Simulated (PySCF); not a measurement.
Chain-length series, n-germane methyl/methyl (end groups after the name). All species are isolated molecules in the gas phase. One relaxed conformer stands for each flexible species; it need not be the lowest. Strings in code marks are SMILES. All members: neutral, multiplicity 1. Level: PBE0-D4/def2-TZVP // PBE0-D3(BJ)/def2-SVP (PySCF), beside PBE-D3(BJ)/def2-TZVP // PBE0-D3(BJ)/def2-SVP (PySCF) at the same geometries. 

```csv
species,"HOMO–LUMO gap, PBE (eV)","HOMO–LUMO gap, PBE0-D4 (eV)"
`[CH3][GeH2][GeH2][GeH2][GeH2][GeH2][GeH2][CH3]`,4.56,6.23
`[CH3][GeH2][GeH2][GeH2][GeH2][GeH2][CH3]`,4.84,6.55
`[CH3][GeH2][GeH2][GeH2][GeH2][CH3]`,5.23,7.00
"`[CH3][GeH2][GeH2][GeH2][CH3]` (C–Ge–Ge–Ge torsion 180°, Ge–Ge–Ge–C torsion 180°)",5.80,7.62
`[CH3][GeH2][GeH2][CH3]` (C–Ge–Ge–C torsion 179°),6.05,7.87
`[CH3][GeH2][CH3]`,7.60,withheld
```

Problem. Fit y = a + b·x, y being the HOMO–LUMO gap at the first level, to the 5 complete rows by least squares, with x = the PBE value in eV. Give a, b and the rms residual, and predict the withheld value.

Solution. Means of the 5 rows: x̄ = 5.296, ȳ = 7.054 eV. Σ(x − x̄)² = 1.5765 and Σ(x − x̄)(y − ȳ) = 1.7404, so b = 1.104 and a = ȳ − b·x̄ = 1.207 eV. The rms residual is 0.013 eV. At x = 7.6 the line gives 9.60 eV, outside the range of the fitted rows. The run for `[CH3][GeH2][CH3]` gave 9.62 eV, so the line is off by 0.02 eV, within twice the rms residual.

Codes: PySCF.
